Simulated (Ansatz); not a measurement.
Consider the ligand exchange at the Si–N bond: `N[SiH2]N[SiH](N)O` + `N[SiH](O)F` → `N[Si@H](F)O[Si@@H](N)O` + `N[SiH2]N`.

Computed with Ansatz on PBE0-D4/def2-TZVP structures; ΔE is electronic, products minus reactants. CBS: MP2 limit from def2 TZ/QZ plus the TZ coupled-cluster correction, frozen cores. This one scheme is used for every species. DFT in def2-TZVPP. One conformer a species, not always the lowest.

| level | ΔE (kJ/mol) |
| --- | --- |
| PBE0-D4 | -41.7 |
| B2PLYP | -50.3 |
| PBE | -39.5 |
| HF/CBS(def2) | -72.6 |

(1) What does CCSD(T)/CBS give? (Best estimate.)

Largest T1 diagnostic among the species: 0.011.

## Answers

(1) Ansatz gave: -47.7 kJ/mol. The listed levels differ from it by 6.0, -2.6, 8.2, -24.9 kJ/mol.

The D4 term adds +4.4 kJ/mol with B3LYP and +2.2 kJ/mol with PBE0; it sums over pairs of atoms, weighted by their polarisabilities, and B3LYP, whose exchange is more repulsive, gets the larger term. In def2-TZVPP, CCSD(T) changes the Hartree–Fock value by +24.9 kJ/mol (the triples alone add +4.4 kJ/mol) and MP2 by +26.2 kJ/mol.

B3LYP here is the variant with VWN-RPA as its local correlation; programs differ in this.
